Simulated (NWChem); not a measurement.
Molecule: GeH₄O₄; SMILES [OH][Ge]([OH])([OH])[OH]

```xyz
9

O      1.1412     0.9603     0.9270
Ge     0.0000     0.0000     0.0000
O     -1.1412    -0.9603     0.9270
O     -0.9603     1.1412    -0.9270
O      0.9603    -1.1412    -0.9270
H      0.7808     1.8259     1.1511
H     -0.7808    -1.8259     1.1511
H     -1.8259     0.7808    -1.1511
H      1.8259    -0.7808    -1.1511
```
Atoms are numbered in this order, from 1.

Level: PBE0/def2-SVP (NWChem), optimised geometry, unscaled harmonic frequencies. 

```csv
frequency (cm⁻¹),IR intensity (km/mol)
153,128.2
171,0.0
223,1.4
223,1.4
227,0.0
267,11.0
283,88.9
283,88.9
341,235.9
708,0.0
752,130.0
767,128.0
767,128.0
883,0.0
905,91.8
920,169.6
920,169.6
3900,165.9
3900,165.9
3901,52.7
3904,0.0
```

The zero-point energy is 34.9 kcal/mol and the thermal correction to the enthalpy at 298.15 K (with zero-point energy) comes out as 40.4 kcal/mol. The heat capacity Cv comes out as 26.8 cal/(mol K) and the entropy at 298.15 K and 1 atm (symmetry number 2) is 84.0 cal/(mol K). The dipole moment is 0.00 D.

Rigid rotor and harmonic oscillator.
